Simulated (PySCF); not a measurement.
## Static response to an electric field

C₅H₉OPSi.
SMILES with atom numbers: `[CH3:1][C:2]#[C:3][C@@H:4]1[CH2:5][O:6][Si@H:7]1[PH2:8]` (hydrogens: H9, H10, H11 on C1; H12 on C4; H13, H14 on C5; H15 on Si7; H16, H17 on P8)

Geometry (GFN2-xTB, Å), atoms numbered from 1 in this order:
```
atom  x, y, z in Å
C1     3.5434   -0.5501    0.0761
C2     2.1040   -0.5464   -0.0771
C3     0.9110   -0.5691   -0.2057
C4    -0.5121   -0.5379   -0.3699
C5    -1.0167    0.3623   -1.5045
O6    -1.9290    1.2020   -0.7985
Si7   -1.5510    0.6655    0.7204
P8    -3.3629   -0.1261    1.7613
H9     3.8113   -0.3092    1.1049
H10    3.9900    0.1908   -0.5871
H11    3.9444   -1.5329   -0.1723
H12   -0.9115   -1.5500   -0.4441
H13   -0.2242    0.9756   -1.9359
H14   -1.5495   -0.1607   -2.2987
H15   -0.7160    1.6470    1.4254
H16   -2.7182   -0.2843    2.9747
H17   -3.8201    1.1355    2.0945
```

Level: PBE0/def2-SVPD (PySCF), static field, nuclei fixed, core orbitals frozen in the response. The polarisability tensor in these axes (au):

```
x   155.86  -3.07 -14.00
y    -3.07  88.67   0.64
z   -14.00   0.64 102.81
```

Question: Diagonalise the tensor; give its mean and Δα, where Δα² is half the sum of the squared differences of the eigenvalues.

Answer: Principal values 88.53, 99.35 and 159.47 au; mean 115.78 au = 17.16 Å³ = 19.09 × 10⁻⁴⁰ C²·m²/J; Δα = 66.20 au (57 % of the mean).

Question: What is the dipole moment, and where does it point?

Answer: (1.17, -0.54, 0.98) D, 1.61 D in size, pointing from the negative to the positive side. Measured along this direction, the outermost atoms are H14 at the negative end and H9 at the positive end.

Question: Traceless (Buckingham) quadrupole moment about the centre of nuclear charge: eigenvalues?

Answer: -6.28, -0.32, 6.60 D·Å. The values depend on the origin, since the dipole doesn't vanish. The electronic extent ⟨r²⟩ about the same centre is 1955 bohr², a root-mean-square distance of 2.68 Å for the 76 electrons.

Question: Find the Langevin capture rate constant for NO+ (29.998 u) meeting this molecule (144.016 u), k = 2.342 × 10⁻⁹ cm³/s × √(α in Å³ / reduced mass in u).

Answer: The reduced mass is 24.83 u, so k = 1.95 × 10⁻⁹ cm³/s. The formula leaves out the permanent dipole, which adds to the capture rate.

Question: What would n − 1 = 2πNα be for an ideal gas of these molecules at 400 K and 1 atm, electronic part alone?

Answer: N = p/kT = 1.8347 × 10¹⁹ cm⁻³, so n − 1 = 2π × N × 17.16 × 10⁻²⁴ cm³ = 1978 × 10⁻⁶ at long wavelengths, for an ideal gas.

Question: Rayleigh depolarisation ratio (linearly polarised light, static tensor)?

Answer: ρ = 3Δα²/(45ᾱ² + 4Δα²) = 13146.7/(603239 + 17529.0) = 0.0212.

Isolated species at its GFN2-xTB geometry (one conformer only).

The run behind these numbers computed excited states as well. Time: 1.8 min of wall time; peak memory 0.96 GiB. Hardware: one thread of an Arm Neoverse N1, shared host.
